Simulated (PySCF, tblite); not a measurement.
Species: C₅H₁₅NSi₂.
SMILES: `C1C[Si@H]([SiH2][C@H]1C)NC`

Jobs on this species (23 atoms, 80 electrons) with PySCF (density fitting) and tblite. Hardware of each: one thread, Arm Neoverse N1 (aarch64), no GPU, on a shared host. Times come from a shared host and carry two figures at best.

```json
{"level and settings": "GFN2-xTB", "work": "L-BFGS relaxation", "basis functions": "–", "SCF cycles": "–", "wall time": "?"}
{"level and settings": "GFN2-xTB", "work": "Hessian by finite differences", "basis functions": "–", "SCF cycles": "–", "wall time": "2.0 s"}
{"level and settings": "PBE0/pcSseg-1", "work": "shieldings, ring-centre shieldings, charges and field gradients", "basis functions": "225", "SCF cycles": "12", "wall time": "83 s"}
```

Question: Fill in the missing figures.

Answer: 
- GFN2-xTB; L-BFGS relaxation: 1.5 s

Question: What do all jobs in the table cost together?

Answer: About 86 s; the longest takes about 96 % of that, and about 55 times as long as the shortest.
